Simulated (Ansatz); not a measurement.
Species: LaBr2, net charge 1, singlet state. The spin state was set by rule; other spins were not relaxed. 
Coordinates optimised at B3LYP-D3(BJ)/def2-TZVP (Ansatz, a program for electronic structure):
```xyz
3

La     0.6185     0.4264     0.4459
Br    -0.6730     1.3156    -1.7184
Br    -0.3343    -2.0101     0.9922
```
Charge +1, spin multiplicity 1.

Parts of the frozen-core correlation energy in def2-SVP (Ansatz, hartree). Frozen orbitals: 32; correlated occupied orbitals by spin: 8 and 8; virtual: 56 and 56. Spin-orbit coupling is left out. In def2 rows, elements after Kr have scalar-relativistic effective core potentials.

| term | value |
|---|---|
| reference (HF) | -5175.31192 |
| MP2 opposite-spin | -0.19681 |
| MP2 same-spin | … |
| CCSD correlation | … |
| (T) | … |
| T1 diagnostic | 0.017 |
| largest doubles amplitude | 0.025 |

Question: Complete the blanks.

Answer: 
- MP2 same-spin, value: -0.07558
- CCSD correlation, value: -0.29132
- (T), value: -0.00936
